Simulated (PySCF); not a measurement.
Species: C4H8OSi.
Numbering: `[CH3:1][C:2](=[O:3])[SiH:4]1[CH2:5][CH2:6]1` (hydrogens: H7, H8, H9 on C1; H10 on Si4; H11, H12 on C5; H13, H14 on C6)

Torsions of this conformer, `[CH3:1][C:2](=[O:3])[SiH:4]1[CH2:5][CH2:6]1`: C1–C2–Si4–C5 -27°.

The closed-shell ground state was solved at several levels (PySCF, density fitting, gas phase, non-relativistic). The structure is a single PBE0-D3(BJ)/def2-SVP conformer in the gas phase; no vibrational or solvent corrections.

```
          level  basis functions  HOMO (eV)  LUMO (eV)  gap (eV)  dipole (D)
B3LYP/def2-SVPD              191      -6.77      -1.58      5.19        2.85
  PBE0/pcSseg-1              149      -6.93      -1.24      5.69        2.71
```

Problem. What might PBE/pcSseg-2 (335 basis functions) give for the same quantities?

Solution. HOMO -5.48 eV, LUMO -2.35 eV, gap 3.13 eV, dipole 2.81 D.

Problem. Over all these levels, which gives the widest orbital gap and which the narrowest?

Solution. PBE0/pcSseg-1 (global hybrid, 25 % exact exchange) has the widest, 5.69 eV, and PBE/pcSseg-2 (GGA) the narrowest, 3.13 eV. Functional and basis both differ between the two, so the spread mixes both effects.

Problem. How far do the dipole and the HOMO energy spread over the levels?

Solution. The dipole runs from 2.71 to 2.85 D (mean 2.79 D) and the HOMO from -6.93 to -5.48 eV.
